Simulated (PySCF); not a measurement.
Fluorodihydroxyborane, BFH2O2.
Z-matrix (Å and degrees, PBE0-D3(BJ)/def2-SVP geometry), rows numbered from 1:
```
O 
B   1  1.3500
O   2  1.3499  1  119.71
F   2  1.3449  1  120.17  3   180.00
H   1  0.9612  2  112.41  3   179.86
H   3  0.9612  2  112.39  1  -179.64
```

The calculation used TDDFT CAM-B3LYP/def2-SVPD, vertical, gas phase, core orbitals frozen in the response (PySCF 2.14.0, density-fitted response routines).

Computed states:

```csv
state,E (eV),f
S1,8.36,0.0000
S2,9.13,0.056
S3,9.33,0.0031
S4,9.66,0.079
S5,10.14,0.0000
S6,10.44,0.0000
S7,10.69,0.187
S8,10.77,0.0007
S9,10.90,0.0037
S10,10.96,0.066
```

Broadening: Gaussians 0.3 eV wide at half height, area fixed by f = 4.319×10⁻⁹ ∫ε dν̃. The width is an assumption, not a result. The curve ends short of the highest state used, and states not computed would add to its high-energy end.

Question: What does the envelope look like, and where are its maxima?

Answer: 
```tsv
λ (nm)	ε (L mol⁻¹ cm⁻¹)
119.6	662
120.7	77
121.7	9
122.8	23
123.9	188
124.9	841
126.0	2721
127.1	5501
128.1	7076
129.2	6237
130.2	3996
131.3	2010
132.4	1607
133.4	2504
134.5	4102
135.6	5083
136.6	4679
137.7	3155
138.7	1689
139.8	641
140.9	183
141.9	47
143.0	8
144.1	1
145.1	0
146.2	0
147.2	0
148.3	0
149.4	0
150.4	0
151.5	0
152.5	0
153.6	0
154.7	0
155.7	0
156.8	0
```

Maxima: 136 nm (9.13 eV), ε about 5100, made up of S2 (98%); 128 nm (9.66 eV), ε about 7100, made up of S4 (100%) (ε in L mol⁻¹ cm⁻¹; maxima over ε = 5, shares over 10%). At its high-energy end, 10.36 eV, the curve is still rising (ε about 580, from S7).

Question: What would ε be at 9.66 eV, the highest of these maxima, with half the width (0.15 eV)?

Answer: About 14200 L mol⁻¹ cm⁻¹ against 7130, a factor of about 1.99; a lone state at its own centre would give exactly 2.

Question: Coming from long wavelengths, where does ε first pass 100 L mol⁻¹ cm⁻¹?

Answer: At about 141 nm (8.77 eV), 0.41 eV above S1.

The vertical ionisation energy (ΔSCF) is 12.73 eV, 1.76 eV above S10.

One conformer stands for the species.
